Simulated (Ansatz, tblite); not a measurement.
Adding an electron: PbSe2⁺. The state is a doublet with charge 1. Geometry: r2SCAN-D4/def2-TZVP. Ansatz, gas phase; energy differences of separate SCF runs; the reduced species is a singlet (the triplet lies 0.81 eV higher at PBE0-D4/def2-TZVP).

```tsv
atom	x (Å)	y (Å)	z (Å)
Pb1	1.3788	0.8341	-0.3334
Se2	-0.7715	-0.7216	-0.9352
Se3	-0.6073	-0.1125	1.2685
```

In the def2 sets Pb takes a core potential; there is no spin–orbit coupling. The xTB rows come from tblite. The structure comes from a short search, and lower isomers may exist.

```json
{"level": "GFN1-xTB", "−HOMO (eV)": "–", "−LUMO (eV)": "–", "vertical EA (eV)": "11.18", "HOMO–LUMO gap (eV)": "–"}
{"level": "GFN2-xTB", "−HOMO (eV)": "–", "−LUMO (eV)": "–", "vertical EA (eV)": "12.09", "HOMO–LUMO gap (eV)": "–"}
{"level": "PBE0-D4/def2-TZVP", "−HOMO (eV)": "11.87", "−LUMO (eV)": "8.91", "vertical EA (eV)": "7.07", "HOMO–LUMO gap (eV)": "2.96"}
```

**Question.** Estimate the rows for PBE-D4/def2-TZVP, r2SCAN-D4/def2-TZVP.

**Answer.** 
```
              level  −HOMO (eV)  −LUMO (eV)  vertical EA (eV)  HOMO–LUMO gap (eV)
   PBE-D4/def2-TZVP       10.71        9.76              7.00                0.94
r2SCAN-D4/def2-TZVP       11.04        9.66              7.07                1.39
```

  HOMO and LUMO are the levels of the spin that leaves or enters (xTB has no such levels and no spin-polarisation term). Other spin states of the ions may lie lower, which would lower the ionisation energy or raise the affinity. Raw xTB energy differences between charge states are shifted by several eV; the methods need an empirical correction for them.
